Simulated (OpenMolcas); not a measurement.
# Br+: thermal populations, the spin-orbit constant, Slater's ratio, worked from levels

```yaml
Program: OpenMolcas
Basis: ANO-R3 [7s6p5d4f2g]
Scalar_Hamiltonian: X2C, finite nucleus
Active_space: 4 electrons in 3 orbitals (4p)
State_averaging: 2S+1 = 3 even, 3 roots; 2S+1 = 1 even, 6 roots
Spin-orbit_coupling: RASSI with atomic mean-field integrals over the reference wave functions, term energies averaged over their components
```

Methods: CASSCF; SS-CASPT2, IPEA 0.25 Eh, imaginary shift 0.1 Eh (closed shells correlated: 3d 4s). Measured levels: NIST Handbook of Basic Atomic Spectroscopic Data.

**Thermal populations.** Z = Σ (2J + 1) exp(-E/kT) with k = 0.695035 cm-1/K, over the levels below. No other level of either list lies under 90000 cm-1, which is above 7 kT at each temperature.

```csv
Level,2J + 1,SS-CASPT2,measured
4s² 4p⁴ ³P₂,5,0.0,0.0
4s² 4p⁴ ³P₁,3,2900,3136
4s² 4p⁴ ³P₀,1,3640,3837
4s² 4p⁴ ¹D₂,5,12110,12089
4s² 4p⁴ ¹S₀,1,28400,27867
```

```csv
T (K),"Z, SS-CASPT2","Z, measured levels","Ground level (%), SS-CASPT2","Ground level (%), measured levels"
5000,6.807,6.703,73.5,74.6
8000,7.873,7.783,63.5,64.2
12000,8.969,8.900,55.7,56.2
```

At 12000 K, kT = 8340 cm-1, and the computed levels give Z = 5.000 + 2.119 + 0.646 + 1.171 + 0.033 = 8.969.

**The spin-orbit constant.** For the Hund term ³P of p4, E(J) = (A/2) J(J+1) + constant and ζ = -2S·A = -2A. From J = 0 to J = 2 the energy changes by 3 A.

```json
{"Source": "CASSCF", "E(2) - E(0)": "-3689.0", "A": "-1229.7", "ζ": "2459"}
{"Source": "SS-CASPT2", "E(2) - E(0)": "-3637.3", "A": "-1212.4", "ζ": "2425"}
{"Source": "measured", "E(2) - E(0)": "-3837.4", "A": "-1279.1", "ζ": "2558"}
```

All in cm-1. SS-CASPT2 is off by -5.2 % and CASSCF by -3.9 %. Both methods take the spin-orbit matrix elements from the reference wave functions, so the second can move ζ only through the term energies and any multistate remixing. Second-order mixing with other terms is absorbed into this ζ.

**Slater's ratio.** With one set of orbitals, p4 has ¹D - ³P = 6 F2 and ¹S - ¹D = 9 F2 (F2 = F²/25), a ratio of 3/2. Term energies are centres of gravity, weighted by 2J + 1.

| Source | ¹D - ³P | ¹S - ³P | F2 from the first | Ratio |
| --- | --- | --- | --- | --- |
| CASSCF | 13117 | 32261 | 2186 | 1.459 |
| SS-CASPT2 | 10737 | 27026 | 1790 | 1.517 |
| measured | 10617 | 26395 | 1770 | 1.486 |

Energies in cm-1. A ratio away from 3/2 shows effects beyond one configuration with one set of orbitals, and in heavier atoms second-order spin-orbit shifts.

CASPT2 does not keep the components of a term degenerate, so their means are used; among the terms shown or strongly mixed into the levels shown the widest spread is 170 cm-1 (4s² 4p⁴ ¹D, SS-CASPT2). With the s shell closed, the reference lacks s² → p² mixing. Without dynamic correlation excited terms often stand tens of per cent too high (terms of higher spin than the ground term too low), and those without a measured partner can miss by more than the paired ones (holds for CASSCF). Measured partners are found by configuration, term and J. A level has none where our copy of the source lacks it or the pairing is in doubt (some pairs that miss far off the trend of their configuration count as doubtful), and it then counts in no deviation. Only configurations of the active space appear.
